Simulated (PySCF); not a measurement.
## Two-dimensional NMR puzzle

Compound of formula C3H12B2N2. Correlations simulated from computed shifts and couplings:

HSQC (one-bond C–H):
| δH | δC | 1J(C,H) (Hz) |
| --- | --- | --- |
| 5.42 | 118.3 | 165 |
| 4.84 | 118.3 | 159 |
| 1.80 | 24.6 | 131 |

COSY cross peaks (|J| ≥ 2 Hz):
| δH | δH | abs. J (Hz) | bonds |
| --- | --- | --- | --- |
| 5.42 | 4.84 | 2.6 | 2 |
| 5.42 | 1.80 | 2.1 | 4 |
| 3.46 | 3.20 | 6.6 | 2 |

HMBC (two and three bonds, |J| ≥ 2.5 Hz):
| δH | δC [abs. J in Hz] |
| --- | --- |
| 5.42 | 163.8 [3.1], 24.6 [9.9] |
| 4.84 | 163.8 [3.5], 24.6 [14.2] |
| 3.64 | 163.8 [2.8], 118.3 [3.0] |
| 1.80 | 163.8 [5.1], 118.3 [8.0] |

Carbons without hydrogens: δ 163.8.

PySCF 2.14.0 with density-fitted response routines calculation with PBE0-D3(BJ)/def2-SVP structure, J: B3LYP/pcJ-1 (spin–dipole term only in couplings to heteroatoms) and PBE0/pcSseg-1 with gauge-including orbitals; a single conformation, rapidly exchanging positions averaged, gas phase, non-relativistic.

Chemical shifts δ = σref − σ; 1H, 13C vs TMS, all at this level.

Exchangeable hydrogens are left out of these lists, and C,H couplings along chains are those of one rotamer, so weak HMBC peaks may be missing or extra.

Work out the connectivity.

Results:

`InChI=1S/C3H12B2N2/c1-3(2)5-6-4-7-5/h5H,1,4,6-7H2,2H3`.

Atoms are numbered as in `[CH2:1]=[C:2]([CH3:3])[BH-:4]1[NH2+:5][BH2-:6][NH2+:7]1`. Each H is labelled by its parent atom. Ha(N5), Ha(B6), Ha(N7) are cis to C2 on the ring; Ha(C1) is cis to C3; Hb(N5), Hb(B6), Hb(N7) are trans to C2 on the ring; Hb(C1) is trans to C3.

δC 163.8 is C2, a fully substituted alkene carbon. δC 118.3 is C1, a terminal =CH2 carbon (δH 4.84, 5.42). δC 24.6 is C3, an allylic methyl carbon (δH 1.80). HMBC from δH 5.42 reaches the proton-free carbon C2. HMBC from δH 4.84 reaches the proton-free carbon C2. HMBC from δH 3.64 reaches the proton-free carbon C2. HMBC from δH 1.80 reaches the proton-free carbon C2. COSY links 5.42–4.84, 5.42–1.80, 3.46–3.20.

This is the structure that produced the data.

OH/NH shifts are gas-phase values; hydrogen bonding in solution moves them, usually downfield. Hydrogens on boron are broadened and split by 11B (spin 3/2, 80 %) and 10B (spin 3). A carbon bonded to boron is broadened by the quadrupolar boron nucleus and is often missing from a measured spectrum. Shifts are as computed. Against solution values, carbons near 30 ppm lie about +2 ppm off and those near 130 ppm about +5 ppm. Of 1313 compounds with measured shifts, 239 miss one by over three times the rms of a fit or turn the order of signals round; such compounds aren't used in these exercises.
